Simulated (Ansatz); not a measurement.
## Worked example: the barrier

An elementary step of AlSiH8O4, doublet (AlSiH₄O₂ ([OH][Al][O][SiH3]) + H₂O + H₂O → AlH₂O₂ ([OH][Al][OH]) + SiH₄O ([OH][SiH3]) + H₂O (still joined by a long Al–O bond); bonds formed: O2–H7, H5–O8; dative contacts that become bonds: Al1–O6; bonds broken: H5–O6, H7–O8; bonds weakened to dative contacts: Al1–O2). “Start” is the structure reached by relaxing down from the saddle towards the reactants; PBE0-D4/def2-TZVP structures. The saddle:

Al1  (-1.421, -0.121, 0.482)
O2  (0.231, -0.632, -0.200)
Si3  (0.590, -0.960, -1.787)
O4  (-2.081, 1.007, -0.644)
H5  (0.613, 0.689, 1.838)
O6  (-0.711, 0.806, 1.881)
H7  (1.089, -0.215, 0.587)
O8  (1.603, 0.352, 1.476)
H9  (-0.580, -1.620, -2.414)
H10  (0.933, 0.280, -2.524)
H11  (1.759, -1.878, -1.810)
H12  (-2.949, 0.869, -1.020)
H13  (-1.069, 1.684, 2.027)
H14  (1.992, -0.262, 2.107)
(Å)

Program: Ansatz 0.2.0. Basis: def2-TZVPP and def2-QZVPP. Cores are frozen in the correlated methods; orbitals are unrestricted.

Energies in eV:

| quantity | saddle | start |
| --- | --- | --- |
| Hartree–Fock, triple zeta (X = 3) | -22728.76646 | -22729.53137 |
| Hartree–Fock, quadruple zeta (X = 4) | -22729.64123 | -22730.41312 |
| MP2 correlation, X = 3 | -32.93862 | -32.55222 |
| MP2 correlation, X = 4 | -35.55893 | -35.17865 |
| CCSD(T) correlation, X = 3 | -34.93420 | -34.59787 |

Problem. Work out the barrier at the basis limit: extrapolate Hartree–Fock as E(X) = E∞ + A exp(−7.88 √X) and the MP2 correlation as E(X) = E∞ + B X^−2.97 (the exponents that Neese and Valeev fitted for def2-TZVPP and QZVPP), then add CCSD(T) − MP2 in triple zeta.

Solution. Each step is linear, so take the differences first (saddle − start): Hartree–Fock 0.76491 (X = 3) and 0.77189 (X = 4); MP2 correlation -0.38640 and -0.38028; CCSD(T) correlation -0.33633.
Two points give E∞ = E(4) + w [E(4) − E(3)], with w = 1/(exp(7.88 (2 − √3)) − 1) = 0.1377 for Hartree–Fock and w = 1/((4/3)^2.97 − 1) = 0.7407 for the correlation.
Hartree–Fock: 0.77189 + 0.1377 × 0.00698 = 0.7729 eV.
MP2 correlation: -0.38028 + 0.7407 × 0.00612 = -0.3757 eV.
CCSD(T) − MP2: -0.33633 − (-0.38640) = 0.0501 eV.
Sum: 0.7729 + (-0.3757) + 0.0501 = 0.4473 eV, or 10.31 kcal/mol. Plain CCSD(T) in triple zeta gives 0.4286 eV, so the larger basis shifts the result by 0.0187 eV.

The T1 diagnostic stays at or below 0.014. ⟨S²⟩ of the unrestricted Hartree–Fock references: 0.75 (a pure state has 0.75).

Labels in which every atom is bracketed show which atoms are joined, not bond orders.

For scale, one of the runs: CCSD(T)/def2-TZVPP, 320 basis functions, launched by `ansatz run in.yaml --threads 4 --pin off --events-out ev --progress --plain --max-ram 46080MiB --backend cuda --devices 0, --max-vram 37GiB`. Time: 30 s of wall clock on 4 CPU threads of an AMD EPYC 7R13 and a share of one NVIDIA H100; the host was shared. Peak host memory: 0.89 GiB.
